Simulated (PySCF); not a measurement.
# SbN⁺: frontier orbitals

PW91 at R = 1.919 Å; PySCF, scalar-relativistic core potentials, basis sets Sb def2-TZVPPD with ECP28, N def2-TZVPPD. State: ²Π (doublet), unpaired electrons π ↑. Only the outer orbitals are listed, counted within each symmetry, core potentials removing the inner ones.

```tsv
spin	orbital	occ.	ε (eV)	on Sb (%)	main shells (%)
α	5σ	1	-26.71	22	73 N s, 16 Sb s
α	6σ	1	-19.89	78	75 Sb s, 18 N s
α	3π	1	-15.05	27	72 N p, 24 Sb p
α	7σ	1	-14.14	36	56 N p, 31 Sb p, 8 N s
α	3π	1	-14.12	33	66 N p, 31 Sb p
α	4π	0	-11.47	77	75 Sb p, 23 N p
α	4π	0	-10.82	72	69 Sb p, 29 N p
α	8σ	0	-7.37	86	66 Sb p, 18 N p, 14 Sb d
β	5σ	1	-25.59	28	66 N s, 22 Sb s
β	6σ	1	-19.54	75	70 Sb s, 22 N s
β	7σ	1	-13.75	35	55 N p, 32 Sb p, 10 N s
β	3π	1	-13.66	48	52 N p, 46 Sb p
β	3π	0	-13.32	58	57 Sb p, 41 N p
β	4π	0	-10.60	58	54 Sb p, 42 N p
β	4π	0	-10.25	48	52 N p, 42 Sb p
```

Question: Which are the highest filled and the lowest empty level, where do they sit, and how wide is the gap?

Answer: Highest filled β 3π at -13.66 eV (in %: 52 N p, 46 Sb p); lowest empty β 3π at -13.32 eV (in %: 57 Sb p, 41 N p); the gap at PW91 is 0.34 eV. Both belong to one degenerate shell, split only by its one-sided filling, so this is no excitation gap.

```json
{"bond order (Mayer)": "2.23", "⟨S²⟩": "0.774", "charge on Sb (Mulliken, basis-dependent)": "1.20", "charge on Sb (Löwdin, basis-dependent)": "1.32", "dipole moment (positive dipole points towards N; it is taken about the centre of mass and depends on that origin)": "-2.04 D"}
```

Spin–orbit coupling is left out. The state was picked by a PBE0 search and need not be the measured ground state.
